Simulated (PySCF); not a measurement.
C4H4N, SMILES C1C=C[N]C=1, multiplicity 2.

Geometry: r2SCAN-D4/def2-SVP. The isomer is the one that the SMILES or the coordinates give; other isomers of the formula were not compared.

All values below come from TDA-CAM-B3LYP/def2-SVPD in PySCF.

Vertical excitations. 

```
state    energy (eV)  λ (nm)      f                                                     main pairs
-------  -----------  ------  -----  -------------------------------------------------------------
root 1          1.68     738  0.001                                               β HOMO→LUMO 97 %
root 2          2.34     530  0.000                                             β HOMO−1→LUMO 99 %
root 3          4.95     251  0.006   α HOMO→LUMO+1 19 %, α HOMO−1→LUMO+2 14 %, β HOMO−3→LUMO 61 %
root 4          5.13     242  0.001                                             β HOMO−2→LUMO 97 %
root 5          5.71     217  0.000                                             β HOMO−4→LUMO 97 %
root 6          5.94     209  0.001                       α HOMO−1→LUMO+1 63 %, β HOMO→LUMO+4 24 %
root 7          5.96     208  0.004   α HOMO−1→LUMO+2 42 %, α HOMO→LUMO+1 34 %, β HOMO→LUMO+5 16 %
root 8          5.98     207  0.003  α HOMO−2→LUMO+1 58 %, β HOMO−5→LUMO 31 %, β HOMO−1→LUMO+4 8 %
root 9          6.07     204  0.000                       α HOMO−2→LUMO+1 27 %, β HOMO−5→LUMO 66 %
root 10         6.56     189  0.049                         α HOMO→LUMO+2 83 %, β HOMO→LUMO+4 14 %
```
Unrestricted roots are not spin-pure.
